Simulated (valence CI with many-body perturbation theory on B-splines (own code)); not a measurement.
## Ladder of approximations for Nb³⁶⁺

Computed by configuration interaction combined with many-body perturbation theory (CI+MBPT): three valence electrons over a frozen Dirac-Fock core [He], radial functions for each j: 11 s, 11 p, 9 d, 7 f, 5 g, 2 h, 1 i, with the one-electron correlation potential Σ1, the two-electron term Σ2, the three-electron term Σ3, Breit, model QED; selected CI, second order for the rest (own B-spline code, finite nucleus).

No measured spectrum was set against this ion. As an estimate, large intervals hold to a few tenths of a per cent, small ones and those within an open d or f shell to about a per cent.

Each rung adds one term. CI alone is the Dirac-Coulomb CI over the frozen core; QED comes last and gives the full result, which names the levels. Energies are above (2s^2 2p1/2) J=1/2 on the same rung, in eV.

Levels are named by their leading jj configuration (3d3/2^4 stands for four electrons in 3d with j = 3/2), which in mixed levels can hold well under half, so a name can repeat and another be missing. Letters in brackets count levels of one name in rising energy.

| Level | CI alone |
| --- | --- |
| (2s 2p1/2^2) J=1/2 | 107.0 |
| (2s^2 2p3/2) J=3/2 | 109.7 |
| (2s 2p1/2 2p3/2) J=3/2 [a] | 186.6 |
| (2s 2p1/2 2p3/2) J=5/2 | 210.6 |
| (2s 2p1/2 2p3/2) J=3/2 [b] | 247.7 |
| (2s 2p1/2 2p3/2) J=1/2 | 252.6 |
| (2s 2p3/2^2) J=5/2 | 316.2 |
| (2s 2p3/2^2) J=1/2 | 367.6 |
| (2s 2p3/2^2) J=3/2 | 370.2 |
| (2p1/2^2 2p3/2) J=3/2 | 369.1 |
| (2p1/2 2p3/2^2) J=3/2 | 458.3 |
| (2p1/2 2p3/2^2) J=5/2 | 474.9 |
| (2p1/2 2p3/2^2) J=1/2 | 501.1 |
| (2p3/2^3) J=3/2 | 593.7 |
| (2s^2 3s) J=1/2 | 2808.4 |
| (2s^2 3p1/2) J=1/2 | 2847.9 |

(1) What do these energies become with core correlation, Breit and QED?

(2) How does the ionisation energy move along the ladder, and which term matters most?

## Answers

(1) (2s 2p1/2^2) J=1/2 106.9 (-0.12); (2s^2 2p3/2) J=3/2 107.6 (-2.10); (2s 2p1/2 2p3/2) J=3/2 [a] 184.6 (-1.98); (2s 2p1/2 2p3/2) J=5/2 206.9 (-3.71); (2s 2p1/2 2p3/2) J=3/2 [b] 244.7 (-3.02); (2s 2p1/2 2p3/2) J=1/2 250.6 (-1.96); (2s 2p3/2^2) J=5/2 311.5 (-4.78); (2s 2p3/2^2) J=1/2 364.3 (-3.31); (2s 2p3/2^2) J=3/2 365.5 (-4.75); (2p1/2^2 2p3/2) J=3/2 366.2 (-2.90); (2p1/2 2p3/2^2) J=3/2 453.7 (-4.61); (2p1/2 2p3/2^2) J=5/2 468.6 (-6.24); (2p1/2 2p3/2^2) J=1/2 497.1 (-4.03); (2p3/2^3) J=3/2 587.1 (-6.61); (2s^2 3s) J=1/2 2805.5 (-2.98); (2s^2 3p1/2) J=1/2 2844.9 (-3.00).

(2) CI alone 5017.3, + Σ1 5017.7, + Σ2 5017.6, + Σ3 5017.6, + Breit 5013.0, + QED 5013.1 eV. The largest step is Breit, -4.6 eV. NIST lists 5011 ± 4 eV (semi-empirical).
